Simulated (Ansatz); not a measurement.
C$_{4}$H$_{12}$N$_{2}$OW, SMILES `C[N]=[W]([CH3])(=[O])[N](C)C`, relaxed with RKS PBE0-D4/def2-TZVP in Ansatz from a GFN2-xTB geometry. The force threshold is 0.005 eV/Å; the program also tests the step.

Charge 0, multiplicity 1. W: def2 effective core potential.

Start:

```xyz
20

C     2.602   -0.479   -1.927
N     1.463   -0.096   -1.170
W     0.431    0.809   -0.025
C    -1.029    1.824   -1.352
O     1.166    2.055    0.853
N    -0.655   -0.435    1.024
C    -1.205    0.061    2.283
C    -0.842   -1.877    0.931
H     3.533   -0.209   -1.403
H     2.602    0.027   -2.901
H     2.614   -1.562   -2.114
H    -0.586    2.635   -1.953
H    -1.829    2.294   -0.750
H    -1.528    1.150   -2.068
H    -1.033    1.143    2.366
H    -0.735   -0.441    3.143
H    -2.287   -0.129    2.338
H    -1.911   -2.132    0.953
H    -0.359   -2.392    1.776
H    -0.411   -2.244   -0.004
```

By how much does the energy fall, and how many steps does the optimiser take? (Best estimate.)

The calculation gave: 18.18 kJ/mol, in 17 steps.

Which bonds change most? (Best estimate.)

Computed: W3–C4 from 2.218 to 2.132 Å; N2–W3 from 1.787 to 1.758 Å; W3–O5 from 1.693 to 1.718 Å; W3–N6 from 1.956 to 1.942 Å.

Give the relaxed structure. (Estimate.)

Ansatz gave: 
```xyz
20

C     2.565   -0.461   -1.858
N     1.352   -0.130   -1.199
W     0.357    0.798   -0.085
C    -1.026    1.830   -1.335
O     1.215    1.997    0.798
N    -0.660   -0.420    1.035
C    -1.175    0.037    2.311
C    -0.846   -1.840    0.834
H     3.402    0.168   -1.533
H     2.451   -0.346   -2.941
H     2.830   -1.508   -1.668
H    -0.499    2.514   -2.006
H    -1.720    2.418   -0.726
H    -1.598    1.126   -1.945
H    -0.983    1.102    2.454
H    -0.705   -0.506    3.141
H    -2.258   -0.125    2.368
H    -1.914   -2.089    0.830
H    -0.372   -2.414    1.641
H    -0.414   -2.149   -0.116
```
